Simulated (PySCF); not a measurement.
trifluoromethoxyethane (C3H5F3O), SMILES CCOC(F)(F)F.

The structure is a stationary point at ωB97X-D3(BJ)/def2-SVP. The values are those of a single conformer.

Two levels are set side by side: TDDFT-PBE/def2-SVPD (PySCF) and TDDFT-ωB97X/def2-SVPD (PySCF). Vertical, same geometry. The lowest singlet is HOMO→LUMO 100 % with PBE and HOMO→LUMO 86 % with the other functional; states are paired by order. Differences are taken from unrounded values.

```tsv
quantity	TDDFT-ωB97X	TDDFT-PBE	TDDFT-PBE minus TDDFT-ωB97X
lowest singlet excitation (eV)	9.46	7.59	-1.87
lowest triplet excitation (TDA) (eV)	9.35	7.47	-1.88
```

A lower first singlet is the usual sign of a functional without exact exchange. Differences between two approximate levels are no errors against the true value.

Rough cost on one machine, each run with all the roots and properties that it gave: TDDFT-ωB97X against TDDFT-PBE about 9 times.
